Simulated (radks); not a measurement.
All-electron atom: neutral beryllium in 2s2 1s(up 1, down 1). All-electron calculation, scalar-relativistic Kohn-Sham, LDA (Slater exchange, Perdew-Wang correlation), spin-polarised, spherical densities, finite nucleus; Fermi nuclear charge, rms radius 2.519 fm. Program: a radial shooting solver on a logarithmic mesh with Libxc functionals.

Radial electron density D(r) = 4 pi r^2 rho(r):

```
   r/bohr * D(r) (the largest magnitude, 3.92, reaches the edge; | marks zero)
  0.03216 |    *
   0.0396 |      *
  0.04875 |         *
  0.06003 |             *
   0.0745 |                  *
  0.09172 |                        *
   0.1129 |                               *
    0.139 |                                       *
   0.1712 |                                              *
   0.2125 |                                                    *
   0.2616 |                                                      *
   0.3221 |                                                    *
   0.3965 |                                             *
   0.4882 |                                   *
   0.6059 |                       *
    0.746 |             *
   0.9185 |        *
    1.131 |      *
    1.392 |        *
    1.714 |          *
    2.128 |          *
     2.62 |         *
    3.225 |      *
    3.971 |   *
    4.889 |*
    6.068 *
    7.471 *
    9.198 *
```

D(r) has 2 maxima, at r = 0.266, 2.03 bohr, and minima at 1.10 bohr, inside which lie 2.06 electrons.
